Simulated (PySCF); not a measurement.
Compound: C6H6F2.
Structure used (PBE0-D3(BJ)/def2-SVP), in Å, numbered top down from 1:
```
atom  x, y, z in Å
C1    -2.9523   -0.1554   -0.1346
C2    -1.6273   -0.0269   -0.2821
F3    -1.1439    0.2786   -1.4954
C4    -0.6475   -0.1928    0.7724
C5     0.7010   -0.0999    0.7037
C6     1.5233    0.1916   -0.4495
C7     2.8613    0.2403   -0.4009
F8     3.5460    0.0213    0.7162
H9    -3.3714   -0.4029    0.8400
H10   -3.6208   -0.0146   -0.9845
H11   -1.0897   -0.4270    1.7440
H12    1.2489   -0.2689    1.6354
H13    1.0594    0.3827   -1.4163
H14    3.5074    0.4574   -1.2557
```

Theory: TDDFT CAM-B3LYP/def2-SVPD, vertical, gas phase, core orbitals frozen in the response (PySCF 2.14.0, density-fitted response routines).

Ground-to-excited transition dipoles (e·a0, same axes as the geometry; the sign carries no meaning), for the states with f of 0.002 or more among the lowest 9:

```csv
state,E (hartree),μx,μy,μz
S1,0.1774,2.874,0.191,-0.108
S3,0.2303,0.180,-0.013,0.118
S4,0.2452,-0.012,0.186,0.046
S5,0.2535,0.046,0.027,-0.413
S6,0.2552,0.023,-0.358,-0.030
S8,0.2763,0.013,0.275,0.067
S9,0.2774,-0.152,0.042,-0.050
```

**Question.** Work out the oscillator strengths.

**Answer.** f = (2/3) ΔE |μ|² with ΔE in hartree (27.2114 eV).

```json
{"state": "S1", "|μ|² (au)": "8.308", "|μ| (D)": "7.33", "f": "0.983"}
{"state": "S3", "|μ|² (au)": "0.046", "|μ| (D)": "0.55", "f": "0.007"}
{"state": "S4", "|μ|² (au)": "0.037", "|μ| (D)": "0.49", "f": "0.006"}
{"state": "S5", "|μ|² (au)": "0.173", "|μ| (D)": "1.06", "f": "0.029"}
{"state": "S6", "|μ|² (au)": "0.129", "|μ| (D)": "0.91", "f": "0.022"}
{"state": "S8", "|μ|² (au)": "0.080", "|μ| (D)": "0.72", "f": "0.015"}
{"state": "S9", "|μ|² (au)": "0.027", "|μ| (D)": "0.42", "f": "0.005"}
```

**Question.** What angle do the transition dipoles of S5 and S6 make?

**Answer.** |cos θ| = |μa·μb| / (|μa| |μb|) = 0.03, so θ ≈ 88° (taken between 0 and 90°, since the signs are arbitrary).

**Question.** What peak molar absorption coefficient would the strongest computed level give as a lone Gaussian band 0.4 eV wide at half height?

**Answer.** ε(max) = 2.175×10⁸ f / FWHM, with the width in cm⁻¹. S1: 2.175×10⁸ × 0.9827 / 3226 ≈ 66000 L mol⁻¹ cm⁻¹.

The vertical ionisation energy (ΔSCF) is 8.32 eV, 0.78 eV above S9.

One conformer stands for the species.
